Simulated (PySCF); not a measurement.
A calculated (UHF, PySCF 2.14, def2-QZVPPD, no relativity, point nucleus) atom or ion has these occupied shells.

| shell | electrons | orbital energy (eV) | rms radius, mean of both spins (bohr) |
| --- | --- | --- | --- |
| 1s α | 1 | -11036.5 | 0.0554 |
| 1s β | 1 | -11036.5 | 0.0554 |
| 2s α | 1 | -1428.3 | 0.231 |
| 2s β | 1 | -1428.2 | 0.231 |
| 2p α | 3 | -1267.3 | 0.205 |
| 2p β | 3 | -1267.3 | 0.205 |
| 3s α | 1 | -204.87 | 0.678 |
| 3s β | 1 | -204.76 | 0.678 |
| 3p α | 3 | -149.63 | 0.705 |
| 3p β | 3 | -149.47 | 0.705 |
| 3d α | 5 | -53.639 | 0.809 |
| 3d β | 5 | -53.565 | 0.809 |
| 4s α | 1 | -24.166 | 2.27 |
| 4s β | 1 | -21.854 | 2.27 |
| 4p α | 1 | -15.594 | 2.77 |

Problem. Name the element and its charge.

Solution. Ge⁺ (germanium, charge +1), in [Ar] 3d10 4s2 4p1, 2P determinant.
